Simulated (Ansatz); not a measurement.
HfI3 (SMILES [I][Hf]([I])[I]), doublet, geometry from GFN2-xTB (such geometries of metal compounds can be far from the true shape) (the multiplicity is a formal guess) (core potentials on Hf, I); Ansatz (a quantum-chemistry and plane-wave program) with B3LYP/def2-SVP.

Here is a job for Ansatz.
Ansatz 0.2 input:
```yaml
crystal:
  periodic: [false, false, false]
  atoms:
    - {symbol: Hf, position_ang: [-0.00000000, -0.00000000, 0.00000000]}
    - {symbol: I, position_ang: [-2.14756836, -1.65290516, -0.26259166]}
    - {symbol: I, position_ang: [-0.03372030, 2.46863083, -1.14796536]}
    - {symbol: I, position_ang: [2.18128866, -0.81572567, 1.41055703]}
basis:
  gaussian:
    orbitals: def2-SVP
hamiltonian:
  xc: b3lyp
magnetization: {spin_polarized: true, initial_magnetization: 1}
```

What does Ansatz print? Leave out banner, timings and long lists.


```
Functional definition: B3LYP
1326 factors; integrals over basis functions are off by at most 3.7e-4 eV
mean field evaluation 1: about -25621.0005 eV, gradient 8.9e0 eV
mean field evaluation 2: about -25618.1415 eV, gradient 2.4e1 eV
mean field evaluation 4: about -25621.6530 eV, gradient 1.2e0 eV
mean field evaluation 8: about -25621.7110 eV, gradient 1.4e-2 eV
mean field evaluation 16: about -25621.7110 eV, gradient 8.7e-5 eV
mean field -25621.71100295 eV, -941.5805123388 hartree, gradient 9.2e-6 eV, S^2 0.752653; 1 other end points of the search recorded, 0 dependent functions left out
reference -25621.71126580 eV, -941.5805219984 hartree; 44, 43 occupied and 66, 67 virtual orbitals, 1326 factors
Total energy: -25621.71126580 eV, -941.5805219984 hartree
```
